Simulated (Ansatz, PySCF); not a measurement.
CaH2O2, SMILES [OH][Ca][OH].

Geometry: B3LYP-D3(BJ)/def2-TZVP. Other conformers were not sampled.

Vertical ionisation energy (IE) and electron affinity (EA) in eV. Rows of orbital energies are one-electron estimates. Where ΔSCF, EOM or ADC give a negative EA the extra electron is unbound and the value depends on the basis.

```csv
level,IE,EA
"−ε(HOMO), −ε(LUMO), HF/def2-TZVPD (PySCF)",[?],[?]
"−ε(HOMO), −ε(LUMO), PBE/def2-TZVPD (PySCF)",5.65,1.86
"ΔSCF, PBE0/def2-TZVPD (Ansatz), final states of multiplicity 2 and 2",9.20,0.05
"ΔSCF, PBE/def2-TZVPD (Ansatz), final states of multiplicity 2 and 2",8.84,0.14
```

Task: Fill in the missing entries. (The exact figures need the calculation; the answer reports its results.)

Result: 
- −ε(HOMO), −ε(LUMO), HF/def2-TZVPD (PySCF), IE: 11.17
- −ε(HOMO), −ε(LUMO), HF/def2-TZVPD (PySCF), EA: -0.47

Task: What vertical singlet–triplet gap does ΔSCF give with PBE0/def2-TZVPD (Ansatz, an electronic-structure program) and with PBE/def2-TZVPD (Ansatz)? (The exact figures need the calculation; the answer reports its results.)

Result: 4.59 and 4.11 eV (triplet above singlet where positive).
